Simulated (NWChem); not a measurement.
## Basis-set convergence for H2INSn

```xyz
5

Sn    -0.9196    -0.9487     0.0000
I      0.7450     1.2997     0.0000
N      0.6249    -2.2980     0.0000
H      1.6185    -2.0435     0.0000
H      0.4971    -3.3154     0.0000
```
Charge 0, spin multiplicity 1.

Everything below was run with NWChem. The geometry was optimised at PBE/def2-SVP with def2 effective core potentials on Sn, I, a minimum by its harmonic frequencies. It is one conformer; others weren't searched.

Quantity: first vertical ionisation energy at the level G0W0@PBE0.

Effective core potentials replace the inner electrons of Sn, I; spin-orbit coupling is left out. GW and range-separated runs recompute their integrals, the others keep them in memory, which bears on the times. The structure started from a generated list of species.

Costs are rough ratios of processor time within this set of runs, SCF included, with def2-SVP as 1.

```
basis       functions  first vertical ionisation energy (eV)  relative cost
----------  ---------  -------------------------------------  -------------
def2-SVP           76                                      ?              1
def2-SVPD         103                                      ?        under 3
def2-TZVP         143                                   8.68              8
def2-TZVPP        159                                   8.69              7
def2-TZVPD        170                                   8.69              8
```

Question: Complete the blanks.

Answer: 
- def2-SVP, first vertical ionisation energy (eV): 8.25
- def2-SVPD, first vertical ionisation energy (eV): 8.33
